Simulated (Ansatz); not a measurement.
Start from `FC(Cl)Br` and change one element to get `[F][GeH]([Cl])[Br]`.

Ansatz, PBE0-D4/def2-TZVP geometries, multiplicity 1. 

Scalar relativity is left out up to krypton.

| property | `FC(Cl)Br` |
| --- | --- |
| HOMO energy (PBE/def2-TZVPP) / eV | -7.26 |
| size of the dipole moment (ωB97M-V/def2-TZVPP) / D | 1.20 |
| ideal-gas entropy at 298 K and 1 bar (rigid rotor, harmonic PBE0-D4/def2-TZVP) / J/(mol·K) | 305 |
| HOMO–LUMO gap (PBE/def2-TZVPP) / eV | 5.32 |
| HOMO energy (B3LYP/def2-TZVPP) / eV | -8.34 |
| LUMO energy (PBE/def2-TZVPP) / eV | -1.94 |

Task: Give the same properties after the change, and the shifts. (Best estimate.)

Result: Ansatz gave: 
```json
{"property": "HOMO energy (PBE/def2-TZVPP) / eV", "`[F][GeH]([Cl])[Br]`": "-7.75", "shift": "-0.49"}
{"property": "size of the dipole moment (ωB97M-V/def2-TZVPP) / D", "`[F][GeH]([Cl])[Br]`": "1.77", "shift": "0.57"}
{"property": "ideal-gas entropy at 298 K and 1 bar (rigid rotor, harmonic PBE0-D4/def2-TZVP) / J/(mol·K)", "`[F][GeH]([Cl])[Br]`": "339", "shift": "34"}
{"property": "HOMO–LUMO gap (PBE/def2-TZVPP) / eV", "`[F][GeH]([Cl])[Br]`": "5.38", "shift": "0.06"}
{"property": "HOMO energy (B3LYP/def2-TZVPP) / eV", "`[F][GeH]([Cl])[Br]`": "-8.81", "shift": "-0.47"}
{"property": "LUMO energy (PBE/def2-TZVPP) / eV", "`[F][GeH]([Cl])[Br]`": "-2.37", "shift": "-0.43"}
```

Dipoles are sizes alone; their direction can turn.

B3LYP here is the variant with VWN-RPA as its local correlation; programs differ in this.

Spin–orbit coupling is left out; it splits and shifts lone-pair levels of the heavy atoms by tenths of an eV.
